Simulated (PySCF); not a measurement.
# Shieldings and the share of exact exchange

Molecule: `C1#[N+][AlH2-][CH2]CC1`, C4H8AlN.

Geometry:
```
atom   x (Å)   y (Å)   z (Å)
  C1  -0.481   0.689   2.107
  N2  -1.103   0.006   2.811
 Al3  -1.706  -1.525   1.305
  C4  -0.972  -0.539  -0.297
  C5   0.341   0.215  -0.089
  C6   0.223   1.309   1.003
  H7  -3.291  -1.529   1.480
  H8  -0.819  -2.743   1.837
  H9  -1.738   0.153  -0.694
 H10  -0.823  -1.292  -1.092
 H11   0.700   0.723  -1.000
 H12   1.140  -0.482   0.216
 H13   1.200   1.691   1.334
 H14  -0.379   2.163   0.653
```

GIAO shieldings (ppm, equivalent atoms averaged) in PySCF 2.14.0 with density-fitted response routines on the PBE0-D3(BJ)/def2-SVP geometry, basis pcSseg-1, gas phase, non-relativistic:

```tsv
functional	exact exchange (%)	σ(C5)	σ(C6)	σ(Al3)
BLYP	0	139.5	151.0	351.8
BP86	0	144.8	155.5	352.8
PBE	0	145.1	156.0	351.8
B3LYP	20	146.4	155.8	366.7
PBE0	25	153.0	161.2	372.0
BHandHLYP	50	154.5	161.8	388.9
HF	100	165.8	171.3	428.5
```

(1) Fit each shielding as a line in the percentage of exact exchange.

(2) What does the line predict for mPW1PW91 (25 %), and what does the run give?

Results:

(1) σ(C5) = 143.6 + 0.23 x (rms 2.3 ppm); σ(C6) = 154.2 + 0.17 x (rms 2.0 ppm); σ(Al3) = 352.0 + 0.76 x (rms 0.7 ppm). The functionals also differ in their semilocal parts, which the line can't hold; Hartree–Fock has no correlation at all.

(2) σ(C5): 149.3 predicted, 152.1 computed; σ(C6): 158.4 predicted, 160.3 computed; σ(Al3): 371.0 predicted, 373.2 computed ppm.
